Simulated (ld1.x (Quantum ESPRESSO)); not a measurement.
**PBE TM dataset for Au (Z = 79), scalar-relativistic all-electron reference.**

Au (Z = 79), norm-conserving Troullier–Martins (Kleinman–Bylander form), made with ld1.x (Quantum ESPRESSO) 7.5 (PBE, scalar-relativistic). Core [Xe] 4f14, reference 5d9.5 6s0 6p0 (charge +1.5). Waves: 6s (bound, empty): rc 1.70 bohr; 6p (bound, empty): rc 2.15 bohr; 5d (bound): rc 1.30 bohr. Local part: all-electron potential smoothed inside 1.60 bohr (lloc = -1). Core correction: none.

All-electron outer shells of the reference configuration (PBE, scalar-relativistic, ld1.x):

```
shell  level (eV)  outermost node (bohr)  outermost maximum (bohr)
   5p      -74.62                   0.52                      0.96
   5d      -21.15                   0.56                      1.21
   6s      -17.85                   1.11                      2.18
   6p      -10.50                   1.30                      2.84
```

Calculated quality:

```
Cutoffs needed           : 60 Ry and 90 Ry (the cutoffs (Ry, on a coarse ladder) from which the occupation-weighted sum of valence levels, in a spherical-Bessel basis at the reference potential, stays within 10 and 1 mRy of its value at 400 Ry)
Ghost test               : ghost states, extra bound levels that the all-electron valence spectrum of the same l lacks: s at -79.8 eV, p at -24.0 eV; a true bound ghost makes a file unfit for plane-wave use (spherical-Bessel basis up to 400 Ry, 20 bohr box)
Largest excitation error : -54 meV (all-electron minus pseudo) for 5d8 6s0 6p0, out of 7 test configurations
```

Generation and tests took about 1.6 s on one core of a shared server CPU.
